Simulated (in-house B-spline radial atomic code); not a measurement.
Results of a calculation; reference values are marked as such.
# Building a PAW s channel for Li, r_c = 3.09 bohr

Li, [He] 2s1, non-relativistic LDA (VWN5), spherical and spin-unpolarised, from an all-electron radial atomic-structure program (B-spline basis) (atomic units; all potentials screened as in the neutral atom).

Two all-electron partial waves φ1, φ2 are integrated outwards at E1 = ε(2s) = -0.10554 and E2 = E1 + 1 hartree; φ1 is the bound orbital and φ2 has unit norm inside r_c = 3.0941 bohr. Smooth partners are polynomials, r^1(a0 + a1 r² + a2 r⁴ + a3 r⁶), matched to φ and three derivatives at r_c, with no condition on the norm. The local potential is -0.724174 + (0.118756) r² + (-0.0104013) r⁴ + (0.000358728) r⁶ inside 2.6541 bohr and the all-electron one outside.

```
wave     φ(r_c)      φ'(r_c)         a0            a1             a2            a3
   1  0.5138261  0.003453299  0.2422304  -0.005566771  -0.0004429458  2.020221e-05
   2  0.7036261      1.01746    -1.5044     0.3654535    -0.02396955  0.0004900776
```

Inside r_c the overlaps are <φi φj> = [[0.34995, -0.26018], [-0.26018, 1.00000]] and, for the smooth waves, [[0.39437, -0.47993], [-0.47993, 2.05838]]. With χj = (Ej − T − V_local) applied to smooth wave j, the program's quadrature gives the matrix B_ij = <smooth i, χj> as [[0.05362, -0.38695], [-0.16720, 1.35313]].

**Question.** Check the match of the first wave, and find the augmentation charges q_ij.

**Answer.** At r_c the four terms are 0.74949, -0.16489, -0.12561, 0.05485, which sum to 0.5138, φ1(r_c) to rounding. q_ij is the all-electron overlap less the smooth one: [[-0.04442, 0.21974], [0.21974, -1.05838]]. The smooth first wave has a norm of 0.3944 inside r_c against 0.3500, so q11 is negative and must stay small enough for the overlap operator to be positive.

**Question.** B isn't symmetric. Show that D_ij = B_ij + Ej q_ij is.

**Answer.** Integrating by parts gives B12 − B21 = (E1 − E2) q12: -0.38695 − (-0.16720) = -0.21974, and −1 × (0.21974) = -0.21974. So D12 = -0.38695 + (0.894460)(0.21974) = -0.19039 and D21 = -0.16720 + (-0.10554)(0.21974) = -0.19039; D11 = 0.05831, D22 = 0.40645. The projectors, p = (B⁻¹)ᵀ χ, are dual to the smooth waves; det B = 0.0079.

Solving (T + V_local + Σ p D p) ψ = E (1 + Σ p q p) ψ in a sphere of 9 bohr, whose wall lifts the free-atom level a little, gives these levels:

```csv
all-electron,one projector,two projectors
-0.101715,-0.101715,-0.101715
0.122958,0.120814,0.122878
0.466393,0.442488,0.466145
0.949761,0.841818,0.949742
1.566860,1.327500,1.558310
```

**Question.** What does the second projector gain?

**Answer.** With one projector the errors are 0.00, -2.14, -23.91, -107.94 millihartree, and the level at 1.3275 is out of step with the all-electron series: an extra state, or one far too low, so the pairing ends there. With two the errors are 0.00, -0.08, -0.25, -0.02, -8.55 millihartree. The scattering is exact at E1 and at E2 = 0.894, and over all levels compared the largest error is 8.5 millihartree. The lowest eigenvalue of the overlap operator is 0.7759 with one and 0.3362 with two projectors. The smooth orbital alone needs a cutoff of 0.461 hartree for 1 millihartree of kinetic energy, against 1.92 for a norm-conserving Troullier-Martins orbital of the same radius; part of the gain comes from giving up the norm, part from the simpler form.
